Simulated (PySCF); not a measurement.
Molecule: `CO[Si](C)(C)OC`, C4H12O2Si.

Numbering as in the mapped SMILES `[CH3:1][O:2][Si:3]([CH3:4])([CH3:5])[O:6][CH3:7]`. Each H is labelled by its parent atom.

Geometry PBE0-D3(BJ)/def2-SVP throughout; GIAO in PySCF 2.14, gas phase, one conformer, non-relativistic; equivalent atoms averaged; basis pcSseg-1.

For orientation, PBE0 gives these absolute shieldings σ: C1/C7 133.7, C4/C5 189.1, O2/O6 306.2, Si3 347.6, H(C1)/H(C7) 27.74, H(C4)/H(C5) 31.26 ppm.

A run gave: C1/C7 128.1, C4/C5 186.8, O2/O6 295.6, Si3 309.0, H(C1)/H(C7) 27.10, H(C4)/H(C5) 30.84 ppm (absolute shieldings σ).

Question: Which functional was used in that run?
A. BP86
B. LDA
C. B97-D
D. OPBE

Answer: B. Si3 tells them apart best: LDA gives 309.0, OPBE gives 356.6, BP86 gives 330.9, B97-D gives 349.6 ppm.
